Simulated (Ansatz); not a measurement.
Reaction (formal hydrolysis of the Si–F bond): `F[SiH2]N[SiH2][SiH3]` + H₂O → `O[SiH2]N[SiH2][SiH3]` + H–F

Isolated molecules relaxed with PBE0-D4/def2-TZVP in Ansatz; ΔE leaves out vibrations. CBS: MP2 limit from def2 TZ/QZ plus the TZ coupled-cluster correction, frozen cores. This one scheme is used for every species. One conformer a species, not always the lowest.

| species | CCSD(T)/CBS(def2) energy (Eh) |
| --- | --- |
| `F[SiH2]N[SiH2][SiH3]` | -1026.65568 |
| H₂O | -76.37941 |
| `O[SiH2]N[SiH2][SiH3]` | -1002.62224 |
| H–F | -100.39570 |

Question: Work out ΔE.

Answer: ΔE = (-1002.62224) + (-100.39570) − (-1026.65568) − (-76.37941) = 0.01715 Eh = +45.0 kJ/mol.

Largest T1 diagnostic among the species: 0.012.

The D4 term adds −6.9 kJ/mol with B3LYP and −3.8 kJ/mol with PBE0; it sums over pairs of atoms, weighted by their polarisabilities, and B3LYP, whose exchange is more repulsive, gets the larger term. In def2-TZVPP, CCSD(T) changes the Hartree–Fock value by −12.5 kJ/mol (the triples alone add −1.9 kJ/mol) and MP2 by −14.2 kJ/mol.

B3LYP here is the variant with VWN-RPA as its local correlation; programs differ in this.
